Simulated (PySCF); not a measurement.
C6H10NO (doublet state).
Cartesian coordinates in Å at the GFN2-xTB level; atoms count from 1:
```
atom  x, y, z in Å
C1    -2.289    1.235   -0.316
C2    -1.200    0.245   -0.037
C3    -1.626   -1.008    0.677
C4     0.053    0.476   -0.408
C5     1.208   -0.473   -0.194
N6     2.378    0.300   -0.044
C7     3.555    0.023    0.362
O8     4.578    0.659    0.502
H9    -1.907    2.105   -0.842
H10   -3.071    0.775   -0.919
H11   -2.740    1.560    0.621
H12   -1.302   -1.895    0.136
H13   -2.707   -1.043    0.778
H14   -1.191   -1.044    1.675
H15    0.320    1.392   -0.912
H16    1.009   -1.082    0.699
H17    1.289   -1.142   -1.066
H18    3.632   -1.076    0.654
```

The hyperfine couplings belong to this conformer and change with its torsions.

Identity: `CC(C)=CC[N]C=O` [radical].

Theory: UKS B3LYP, pcH-1 on C H N O, non-relativistic, mean-field spin-orbit, GIAO in PySCF 2.14.0. One conformer (not necessarily the lowest) at the GFN2-xTB geometry, without solvent, vibrations or thermal averaging. GFN2-xTB frequencies show an imaginary mode (43i cm⁻¹), so this geometry is no minimum at that level. Couplings are sensitive to structure, and on GFN2-xTB geometries they can be far from those on DFT ones. Stability of the SCF solution: not tested.

Principal values of hyperfine tensors in MHz (contact and dipolar terms together), for some of the nuclei:

```
atom  isotope      A1      A2      A3
 H18       1H  430.28  432.65  441.93
  C7      13C  -62.00  -52.68  -33.67
  N6      14N   10.82   14.14  100.70
 H16       1H   35.64   36.46   46.02
  C4      13C   32.34   32.59   43.97
 H17       1H   11.67   12.51   23.34
 H12       1H    1.87    2.14    4.37
  C5      13C   -2.06    0.52    9.20
```

(1) Give the isotropic coupling of each nucleus in MHz and in mT (g = 2.0024), and the anisotropic part.

(2) What spin density at the nucleus of N6 lies behind its contact coupling (g_N = 0.40376)?

(3) O8 (17O, g_N = -0.75752) isn't in the table. Its spin density at the nucleus is 0.01842 bohr⁻³. What is its contact coupling?

(4) Which nucleus of the table has the largest anisotropic coupling, and what is its form?

(5) What first-order splitting does N6 cause when the field lies along A1, A2 or A3 of its tensor (g taken as isotropic, no quadrupole term)?

Results:

(1) a_iso = (A1 + A2 + A3)/3, Ti = Ai − a_iso; 1 mT corresponds to 28.027 MHz.

```tsv
atom	a_iso (MHz)	a_iso (mT)	T1	T2	T3
H18	434.95	15.519	-4.68	-2.30	6.98
C7	-49.45	-1.764	-12.55	-3.23	15.78
N6	41.88	1.494	-31.07	-27.74	58.81
H16	39.37	1.405	-3.74	-2.91	6.65
C4	36.30	1.295	-3.96	-3.71	7.67
H17	15.84	0.565	-4.17	-3.33	7.50
H12	2.79	0.100	-0.93	-0.65	1.58
C5	2.56	0.091	-4.61	-2.04	6.65
```

(2) a_FC = (2μ0/3) gₑ μB g_N μN ρ(0)/(2S·h) = 800.24 MHz × g_N × ρ(0)/(2S), with ρ in bohr⁻³. With a_FC = 41.88 MHz and 2S = 1, ρ(0) = 0.1296 bohr⁻³.

(3) By the same relation, a_FC = -11.16 MHz. Its full tensor has the principal values -73.08, 17.50, 22.09 MHz.

(4) N6: -31.1, -27.7, 58.8 MHz, nearly axial, close to the ratio −1:−1:+2, the form that spin in one p orbital centred on that nucleus gives.

(5) 3 lines (I = 1), spaced by |A_i|/(g × 13.996): 0.39, 0.50, 3.59 mT along the axes of A1, A2 and A3.
